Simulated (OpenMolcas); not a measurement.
## Xe III: effect of the basis set

```json
{
  "Program": "OpenMolcas 26.06",
  "Method": "CASSCF",
  "Active space": "6 electrons in 8 orbitals (5s 5p 6s 6p)",
  "State averaging": "2S+1 = 3 even, 3 roots; 2S+1 = 1 even, 6 roots; 2S+1 = 3 odd, 3 roots; 2S+1 = 1 odd, 3 roots",
  "Spin-orbit coupling": "state interaction with AMFI integrals over the reference wave functions, term energies averaged over their components"
}
```

A. ANO-R2 [7s6p4d2f1g], X2C, finite nucleus; cost about 25 core-seconds
B. ANO-RCC-VTZP [7s6p4d2f1g], DKH2, point nucleus; cost roughly 30 core-seconds
C. ANO-RCC-VQZP [8s7p5d3f2g], DKH2, point nucleus; cost roughly 40 core-seconds
D. ANO-RCC [10s9p8d5f3g], DKH2, point nucleus; cost about 40 core-seconds

Energies in cm-1 above 5s2 5p4 3P2, the measured ground level; measured values from Saloman, J. Phys. Chem. Ref. Data 33, 765 (2004).

| Level | A | B | C | D | Measured |
| --- | --- | --- | --- | --- | --- |
| 5s2 5p4 3P2 | 0.0 | 0.0 | 0.0 | 0.0 | 0.0 |
| 5s2 5p4 3P0 | 7353 | 7312 | 7409 | 7369 | 8130 |
| 5s2 5p4 3P1 | 8429 | 8398 | 8584 | 8521 | 9794 |
| 5s2 5p4 1D2 | 18569 | 18526 | 18680 | 18625 | 17099 |
| 5s2 5p4 1S0 | 33426 | 33323 | 33572 | 33472 | 36103 |

Deviations, from unrounded energies. A percentage is the sum of absolute deviations over the sum of measured energies, with the sign that they share, or ± where signs differ.

```json
{"Against measurement": "mean absolute deviation (cm-1)", "Levels": "4", "A": "1600", "B": "1600", "C": "1500", "D": "1500"}
{"Against measurement": "fine structure of the ground term (%)", "Levels": "2", "A": "-12.0", "B": "-12.4", "C": "-10.8", "D": "-11.4"}
{"Against measurement": "other terms of the ground configuration (%)", "Levels": "2", "A": "±7.8", "B": "±7.9", "C": "±7.7", "D": "±7.8"}
```

A, C, D lie about equally close to measurement and B furthest from it. The largest miss of C in the table is 5s2 5p4 1S0, by -2500 cm-1. The ranking rests on the paired levels alone, and a cruder setting can come out closer through cancelling errors.

Among A to D the level of the table that moves most is 5s2 5p4 1S0, by 250 cm-1 (lowest in B, highest in C).

Active for correlation alone: 6p 6s; no level in the range computed is led by a configuration that fills them, so any true level of that kind is missing. Computed and measured levels are paired by configuration, term and J; levels that our copy of the source lacks, or whose pairing is in doubt (as where it misses far off the trend of its configuration), stay unpaired and out of the deviations. Levels of configurations outside the active space are missing. The table leaves out levels that lie high or whose names do not pair safely across all columns.
